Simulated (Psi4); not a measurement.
CH3Cl, charge +1, doublet, geometry from GFN2-xTB (a state made from the parent by changing its charge; the spin is typed, not shown lowest); LCCD/def2-SVP (Psi4).

Here is a job for Psi4.
```
memory 2 GB

molecule {
1 2
C    -0.00131604    0.04523262   -1.08238306
Cl    0.00077875   -0.02676598    0.64048998
H    -0.03211593    1.09416315   -1.42147319
H     0.90873300   -0.42897516   -1.48626886
H    -0.88195964   -0.48156210   -1.48628921
}

set {
  basis def2-svp
  reference uhf
}

energy('lccd')
print_variables()
```

Problem. What does Psi4 print? Leave out banner, timings and long lists.

Solution. 
```
   => Loading Basis Set <=

    Name: DEF2-SVP
    Role: ORBITAL
    Keyword: BASIS

         ---------------------------------------------------------
                                   SCF
               by Justin Turney, Rob Parrish, Andy Simmonett
                          and Daniel G. A. Smith
                              UHF Reference
         ---------------------------------------------------------

  ==> Geometry <==

    Molecular point group: c1
    Full point group: C1

    Geometry (in Angstrom), charge = 1, multiplicity = 2:

       Center              X                  Y                   Z               Mass
    ------------   -----------------  -----------------  -----------------  -----------------
         C           -0.001437161350     0.049395686859    -1.182002112762    12.000000000000
         CL           0.000657628650    -0.022602913141     0.540870927238    34.968852682000
         H           -0.032237051350     1.098326216859    -1.521092242762     1.007825032230
         H            0.908611878650    -0.424812093141    -1.585887912762     1.007825032230
         H           -0.882080761350    -0.477399033141    -1.585908262762     1.007825032230

  Running in c1 symmetry.

  Rotational constants: A =      5.21189  B =      0.46734  C =      0.46734 [cm^-1]
  Rotational constants: A = 156248.40174  B =  14010.58027  C =  14010.58026 [MHz]
  Nuclear repulsion =   52.323208057321970

  Charge       = 1
  Multiplicity = 2
  Electrons    = 25
  Nalpha       = 13
  Nbeta        = 12

  ==> Algorithm <==

  SCF Algorithm Type is PK.
  DIIS enabled.
  MOM disabled.
  Fractional occupation disabled.
  Guess Type is SAD.
  Energy threshold   = 1.00e-08
  Density threshold  = 1.00e-08
  Integral threshold = 1.00e-12

  ==> Primary Basis <==

  Basis Set: DEF2-SVP
    Blend: DEF2-SVP
    Number of shells: 23
    Number of basis functions: 47
    Number of Cartesian functions: 49
    Spherical Harmonics?: true
    Max angular momentum: 2

  ==> Integral Setup <==

  Using in-core PK algorithm.
   Calculation information:
      Number of atoms:                   5
      Number of AO shells:              23
      Number of primitives:             45
      Number of atomic orbitals:        49
      Number of basis functions:        47

      Integral cutoff                 1.00e-12
      Number of threads:                 1

  Performing in-core PK
  Using 1273512 doubles for integral storage.
  We computed 37925 shell quartets total.
[...]
  @UHF Final Energy:  -498.55156269930205
    Total Energy =                       -498.5515626993020533
  DIE_IF_NOT_CONVERGED          => (empty)
[...]
	MP2 Correlation Energy (a.u.)      :    -0.26975120525013
	MP2 Total Energy (a.u.)            :  -498.82131390455220
	==============================================================================

 ==============================================================================
 ================ Performing LCCD iterations... ===============================
 ==============================================================================

  Iter    E_corr           E_total            DE           T2 RMS
  ----   -------------    ---------------    ----------   ----------
   1     -0.2979957622    -498.8495584615     -2.82e-02     2.57e-07
   2     -0.3050728779    -498.8566355772     -7.08e-03     8.88e-08
   3     -0.3079666307    -498.8595293300     -2.89e-03     2.06e-08
   4     -0.3084340859    -498.8599967852     -4.67e-04     6.62e-09
   5     -0.3084489529    -498.8600116522     -1.49e-05     3.21e-09
   6     -0.3084527810    -498.8600154803     -3.83e-06     1.40e-09
   7     -0.3084558571    -498.8600185564     -3.08e-06     4.34e-10
   8     -0.3084565385    -498.8600192378     -6.81e-07     1.19e-10
   9     -0.3084567877    -498.8600194870     -2.49e-07     3.76e-11

 ==============================================================================
 ======================== LCCD ITERATIONS ARE CONVERGED =======================
 ==============================================================================

	==============================================================================
	================ LCCD [CEPA(0)] FINAL RESULTS ================================
	==============================================================================
	Nuclear Repulsion Energy (a.u.)    :    52.32320805732197
	SCF Energy (a.u.)                  :  -498.55156269930205
	REF Energy (a.u.)                  :  -498.55156269930205
	Alpha-Alpha Contribution (a.u.)    :    -0.03412208749985
	Alpha-Beta Contribution (a.u.)     :    -0.24761481700099
	Beta-Beta Contribution (a.u.)      :    -0.02671988323720
	LCCD Correlation Energy (a.u.)     :    -0.30845678773807
	LCCD Total Energy (a.u.)           :  -498.86001948704012
	==============================================================================

  Variable Map:
  ----------------------------------------------------------------------------
[...]
  Array Variable Map:
  ----------------------------------------------------------------------------
[...]
[...]
```
